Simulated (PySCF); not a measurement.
Species: C9HN.
SMILES: `C#CC#CC#CC#CC#N`

Theory: PySCF, TDDFT wB97X-D/def2-SVPD, vertical, gas phase, core orbitals frozen in the response. Isolated species at its PBE0-D3(BJ)/def2-SVP geometry, gas phase.

Computed states:

| state | E (eV) | f |
| --- | --- | --- |
| S1 | 2.91 | 0.0000 |
| S2 | 3.05 | 0.0000 |
| S3 | 3.05 | 0.0000 |
| S4 | 4.45 | 0.0000 |
| S5 | 4.66 | 0.0000 |
| S6 | 4.66 | 0.0000 |
| S7 | 5.49 | 4.705 |
| S8 | 5.86 | 0.0000 |
| S9 | 6.12 | 0.0000 |
| S10 | 6.12 | 0.0000 |

Each state is given a Gaussian of 0.3 eV full width at half maximum, with ε(max) = 2.175×10⁸ f / Δν̃ (Δν̃ the width in cm⁻¹). The width is an assumption, not a result. The curve ends short of the highest state used, and states not computed would add to its high-energy end.

**Question.** Give the broadened spectrum and its maxima.

**Answer.** 
(λ (nm), ε (L mol⁻¹ cm⁻¹)): (224.7, 412477), (231.2, 257986), (237.7, 42352), (244.2, 2258), (250.7, 47), (257.2, 0), (263.7, 0), (270.2, 0), (276.7, 0), (283.2, 0), (289.7, 0), (296.2, 0), (302.7, 0), (309.2, 0), (315.7, 0), (322.1, 0), (328.6, 0), (335.1, 0), (341.6, 0), (348.1, 0), (354.6, 0), (361.1, 0), (367.6, 0), (374.1, 0), (380.6, 0), (387.1, 0), (393.6, 0), (400.1, 0), (406.6, 0), (413.1, 0), (419.6, 0), (426.1, 0), (432.6, 0), (439.1, 0), (445.6, 0), (452.1, 0), (458.6, 0), (465.1, 0), (471.6, 0), (478.1, 0), (484.6, 0), (491.0, 0), (497.5, 0), (504.0, 0)

Maxima: 226 nm (5.49 eV), ε about 420000, made up of S7 (100%) (ε in L mol⁻¹ cm⁻¹; maxima over ε = 5, shares over 10%).

**Question.** On this curve, what absorbance would a 10⁻⁵ mol/L sample give at 248 nm over a 1 cm path?

**Answer.** 248 nm is 4.999 eV, where ε is about 260 L mol⁻¹ cm⁻¹, so A = ε c l ≈ 0.0026 (Beer–Lambert, with the gas-phase spectrum and the assumed width).

**Question.** Coming from long wavelengths, where does ε first pass 100 L mol⁻¹ cm⁻¹?

**Answer.** At about 250 nm (4.97 eV), 2.06 eV above S1.

**Question.** Does any computed singlet lie in the visible range?

**Answer.** 3 computed singlets (S1 to S3) lie in the visible range (380 to 750 nm), S1 for one at 426 nm, dark in the vertical dipole picture (f under 0.0005); light of that wavelength is violet, and its complementary colour is yellow-green; a Tamm–Dancoff triplet lies at 522 nm, without intensity as long as spin–orbit coupling is left out.

All these states lie below the vertical ionisation energy of 9.20 eV (ΔSCF).
